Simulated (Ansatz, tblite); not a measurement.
Spin states of the cluster PSe3, each relaxed with r2SCAN-D4/def2-SVP in Ansatz. Electronic energies in the gas phase.

The xTB rows come from tblite. Correlated methods freeze 32 core orbitals; core or outer-core shells of Se are correlated, in sets that lack core-valence functions. The rows differ in basis, and correlated rows in double-zeta sets carry the largest basis error. In CCSD on the charge 0 quartet the largest single amplitude is 0.23, so its Hartree–Fock determinant may place the open shell otherwise than the density functionals do. The structure comes from a short search, and lower isomers may exist.

Doublet geometry (Cs within 0.1 Å):

```xyz
4

P    -0.630    0.165   -0.364
Se    0.289    0.673   -2.193
Se    0.080   -1.576    0.911
Se    0.261    0.738    1.646
```

Quartet geometry (Cs within 0.1 Å):

Cartesian coordinates in Å:
```
P 0.092 -0.398 -0.507
Se -1.515 -1.509 0.375
Se -0.302 1.766 -0.756
Se 1.724 0.141 0.888
```

⟨S²⟩: doublet 0.76 at PBE0-D4/def2-TZVP (pure 0.75), quartet 3.77 at PBE0-D4/def2-TZVP (pure 3.75).

Only these spin states were relaxed. The quartet has other bonds than the doublet, so the gap mixes isomer and spin.

| level | quartet − doublet (kJ/mol) | lowest of these |
| --- | --- | --- |
| r2SCAN-D4/def2-TZVP | 81.6 | doublet |
| r2SCANh-D4/def2-TZVP | 88.5 | doublet |
| MP2/def2-SVP | 128.9 | doublet |
| MP2/def2-TZVP | 155.0 | doublet |
| CCSD/def2-SVP | 96.2 | doublet |
| CCSD(T)/def2-SVP | 103.9 | doublet |

Task: Estimate the rows for GFN1-xTB, HF/STO-3G, PBE-D4/def2-TZVP, revPBE-D4/def2-TZVP, BHLYP-D4/def2-TZVP, PBE-QIDH/def2-TZVP.

Result: 
| level | quartet − doublet (kJ/mol) | lowest of these |
| --- | --- | --- |
| GFN1-xTB | 167.6 | doublet |
| HF/STO-3G | 43.0 | doublet |
| PBE-D4/def2-TZVP | 81.0 | doublet |
| revPBE-D4/def2-TZVP | 78.0 | doublet |
| BHLYP-D4/def2-TZVP | 95.1 | doublet |
| PBE-QIDH/def2-TZVP | 125.0 | doublet |

The xTB methods have no spin-polarisation term.
